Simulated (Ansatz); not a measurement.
Steps of a relaxation of `C[SiH2]NCO` with RKS PBE0-D4/def2-TZVP.

```sh
$ ansatz run in.yaml --threads 4 --pin off --events-out ev --progress --plain --max-ram 10444MiB
```

```yaml
crystal:
  periodic: [false, false, false]
  atoms:
    - {symbol: C, position_ang: [-2.004909, 0.052218, -1.049007]}
    - {symbol: Si, position_ang: [-0.552276, -0.930189, -0.346705]}
    - {symbol: N, position_ang: [0.385082, -0.105695, 0.881024]}
    - {symbol: C, position_ang: [1.424578, 0.865137, 0.653219]}
    - {symbol: O, position_ang: [2.658320, 0.517338, 1.248055]}
    - {symbol: H, position_ang: [-1.656294, 0.991718, -1.525070]}
    - {symbol: H, position_ang: [-2.729542, 0.320122, -0.252897]}
    - {symbol: H, position_ang: [-2.542652, -0.541049, -1.818412]}
    - {symbol: H, position_ang: [0.389113, -1.264141, -1.478460]}
    - {symbol: H, position_ang: [-1.072344, -2.194123, 0.287838]}
    - {symbol: H, position_ang: [0.136406, -0.221269, 1.867630]}
    - {symbol: H, position_ang: [1.511920, 1.003105, -0.455820]}
    - {symbol: H, position_ang: [1.177500, 1.862681, 1.085642]}
    - {symbol: H, position_ang: [2.862296, -0.384852, 0.931662]}
basis:
  gaussian: {orbitals: def2-TZVP}
hamiltonian: {xc: pbe0, dispersion: d4}
relax: {f_tol: 0.005, max_steps: 150}
```

Positions (Å) and forces (eV/Å) along the path, 9 of 10 steps:

```xyz
14
step=1 energy=-13628.9598 eV
C    -2.005    0.052   -1.049   -0.125    0.107   -0.058
Si   -0.552   -0.930   -0.347    0.197    0.231    0.257
N     0.385   -0.106    0.881   -0.184   -0.203    0.119
C     1.425    0.865    0.653   -0.345    0.455   -0.230
O     2.658    0.517    1.248   -0.191   -0.686   -0.501
H    -1.656    0.992   -1.525   -0.163   -0.447    0.226
H    -2.730    0.320   -0.253    0.353   -0.134   -0.376
H    -2.543   -0.541   -1.818    0.266    0.274    0.370
H     0.389   -1.264   -1.478   -0.197    0.083    0.255
H    -1.072   -2.194    0.288    0.115    0.279   -0.132
H     0.136   -0.221    1.868    0.159    0.097   -0.654
H     1.512    1.003   -0.456    0.067   -0.129    0.637
H     1.177    1.863    1.086    0.132   -0.578   -0.197
H     2.862   -0.385    0.932   -0.084    0.651    0.285
14
step=3 energy=-13629.0277 eV
C    -1.978    0.055   -1.035    0.016   -0.010    0.007
Si   -0.546   -0.920   -0.337    0.023    0.019    0.014
N     0.379   -0.116    0.874   -0.028   -0.035   -0.022
C     1.396    0.859    0.638   -0.013    0.009    0.003
O     2.633    0.514    1.215   -0.009    0.002   -0.012
H    -1.631    0.982   -1.500    0.000    0.013   -0.005
H    -2.693    0.316   -0.252   -0.011    0.006    0.006
H    -2.505   -0.527   -1.797    0.000   -0.003   -0.003
H     0.387   -1.249   -1.452    0.008   -0.001   -0.008
H    -1.063   -2.170    0.283   -0.009   -0.008    0.002
H     0.126   -0.215    1.845    0.003    0.011    0.018
H     1.491    0.990   -0.449    0.004   -0.001   -0.017
H     1.151    1.833    1.072   -0.003    0.015    0.012
H     2.838   -0.379    0.924    0.019   -0.016    0.005
14
step=4 energy=-13629.0279 eV
C    -1.975    0.056   -1.034    0.004   -0.001    0.000
Si   -0.545   -0.922   -0.336    0.002    0.006   -0.004
N     0.378   -0.118    0.875   -0.010   -0.013    0.013
C     1.394    0.858    0.637    0.000    0.001   -0.003
O     2.632    0.515    1.212   -0.001    0.002   -0.006
H    -1.627    0.983   -1.498    0.000    0.003   -0.001
H    -2.692    0.317   -0.252   -0.002    0.001    0.001
H    -2.501   -0.525   -1.797   -0.003   -0.001   -0.004
H     0.389   -1.250   -1.450    0.001   -0.002   -0.001
H    -1.066   -2.171    0.283   -0.002   -0.003   -0.002
H     0.125   -0.214    1.847    0.005    0.007    0.005
H     1.487    0.989   -0.451    0.000    0.002   -0.003
H     1.148    1.832    1.072    0.000    0.001    0.003
H     2.839   -0.379    0.921    0.006   -0.001    0.003
14
step=5 energy=-13629.0279 eV
C    -1.973    0.057   -1.036    0.006    0.004    0.006
Si   -0.546   -0.922   -0.333    0.002   -0.002   -0.003
N     0.378   -0.120    0.878   -0.004   -0.016    0.009
C     1.391    0.858    0.637   -0.004    0.011   -0.004
O     2.632    0.517    1.207   -0.001   -0.004   -0.003
H    -1.622    0.984   -1.498   -0.002    0.004   -0.003
H    -2.692    0.319   -0.255   -0.002    0.001    0.002
H    -2.498   -0.523   -1.800    0.000   -0.002   -0.004
H     0.389   -1.254   -1.447    0.002   -0.002   -0.003
H    -1.071   -2.170    0.285    0.000   -0.002    0.002
H     0.132   -0.220    1.851   -0.004    0.005    0.003
H     1.480    0.991   -0.451    0.001    0.003   -0.004
H     1.145    1.831    1.074    0.001    0.003    0.002
H     2.840   -0.376    0.916    0.006   -0.002    0.001
14
step=6 energy=-13629.0280 eV
C    -1.969    0.059   -1.036   -0.003    0.003    0.001
Si   -0.546   -0.925   -0.331   -0.001   -0.009   -0.008
N     0.377   -0.124    0.881    0.008    0.001    0.014
C     1.387    0.858    0.637    0.001    0.004   -0.003
O     2.632    0.520    1.201    0.002   -0.001    0.000
H    -1.616    0.986   -1.496    0.001   -0.002    0.001
H    -2.689    0.321   -0.257    0.001   -0.001   -0.001
H    -2.492   -0.519   -1.803    0.001    0.000    0.000
H     0.389   -1.260   -1.443    0.000    0.001    0.001
H    -1.073   -2.172    0.287   -0.002    0.004    0.001
H     0.132   -0.221    1.854   -0.005   -0.001   -0.004
H     1.472    0.992   -0.451   -0.001    0.001    0.002
H     1.141    1.830    1.076    0.000   -0.002   -0.001
H     2.842   -0.373    0.909   -0.003    0.002   -0.002
14
step=7 energy=-13629.0281 eV
C    -1.965    0.060   -1.036   -0.001    0.002   -0.005
Si   -0.546   -0.928   -0.329   -0.009    0.000    0.004
N     0.378   -0.127    0.884    0.012    0.008    0.003
C     1.384    0.858    0.638    0.001   -0.004    0.000
O     2.632    0.522    1.195    0.002    0.002    0.001
H    -1.609    0.986   -1.495    0.000   -0.001    0.000
H    -2.686    0.323   -0.259    0.002   -0.001    0.000
H    -2.488   -0.516   -1.805    0.001    0.001    0.001
H     0.390   -1.266   -1.440   -0.002   -0.002    0.003
H    -1.080   -2.171    0.290    0.005   -0.001   -0.002
H     0.132   -0.224    1.857   -0.005   -0.005   -0.004
H     1.463    0.995   -0.451    0.000    0.000    0.002
H     1.137    1.828    1.080   -0.001   -0.001    0.000
H     2.844   -0.369    0.901   -0.004    0.001   -0.002
14
step=8 energy=-13629.0281 eV
C    -1.963    0.061   -1.037   -0.001   -0.002   -0.001
Si   -0.546   -0.929   -0.328    0.001    0.001    0.002
N     0.378   -0.129    0.885    0.006    0.007   -0.002
C     1.382    0.858    0.638   -0.001   -0.004    0.000
O     2.632    0.524    1.192    0.001    0.002    0.001
H    -1.604    0.987   -1.496    0.001   -0.001    0.001
H    -2.685    0.326   -0.260    0.000    0.000   -0.001
H    -2.486   -0.514   -1.806    0.000    0.001    0.001
H     0.389   -1.270   -1.438   -0.001   -0.001   -0.001
H    -1.081   -2.172    0.292    0.000    0.001    0.000
H     0.133   -0.226    1.858   -0.003   -0.004   -0.001
H     1.459    0.997   -0.450    0.000    0.000    0.001
H     1.134    1.827    1.083    0.000   -0.001    0.000
H     2.845   -0.367    0.895   -0.002    0.000   -0.001
14
step=9 energy=-13629.0281 eV
C    -1.961    0.062   -1.038    0.001   -0.001    0.001
Si   -0.547   -0.930   -0.327    0.001   -0.001    0.003
N     0.379   -0.131    0.886    0.002    0.003   -0.006
C     1.381    0.858    0.639   -0.002   -0.001    0.002
O     2.633    0.525    1.190    0.000    0.000    0.000
H    -1.601    0.986   -1.497    0.000    0.000    0.000
H    -2.683    0.328   -0.261    0.000    0.001    0.000
H    -2.486   -0.513   -1.806    0.000    0.000    0.000
H     0.388   -1.274   -1.437    0.001    0.001   -0.001
H    -1.082   -2.172    0.294   -0.001    0.000    0.001
H     0.134   -0.229    1.859   -0.001   -0.002    0.001
H     1.456    0.999   -0.449    0.000    0.000    0.000
H     1.132    1.826    1.085    0.000    0.000    0.000
H     2.845   -0.365    0.892    0.000   -0.001    0.000
14
step=10 energy=-13629.0281 eV
C    -1.959    0.063   -1.038    0.001   -0.001    0.004
Si   -0.547   -0.931   -0.326    0.003    0.004    0.001
N     0.380   -0.133    0.886   -0.003   -0.002   -0.005
C     1.379    0.859    0.639   -0.003    0.001    0.002
O     2.633    0.527    1.188   -0.001   -0.002   -0.001
H    -1.597    0.985   -1.499    0.000    0.000   -0.001
H    -2.681    0.332   -0.263   -0.001    0.001    0.000
H    -2.485   -0.512   -1.806    0.000   -0.001   -0.001
H     0.386   -1.278   -1.436    0.001   -0.002   -0.001
H    -1.085   -2.171    0.297   -0.001    0.000    0.000
H     0.137   -0.235    1.859    0.001    0.001    0.001
H     1.452    1.002   -0.449    0.000    0.000   -0.001
H     1.129    1.825    1.088    0.000    0.001    0.000
H     2.845   -0.362    0.888    0.002   -0.001    0.001
```

It took 24 s on 4 threads of an Intel Xeon Platinum 8559C on a shared host, with 0.6 GiB of host memory at the peak.
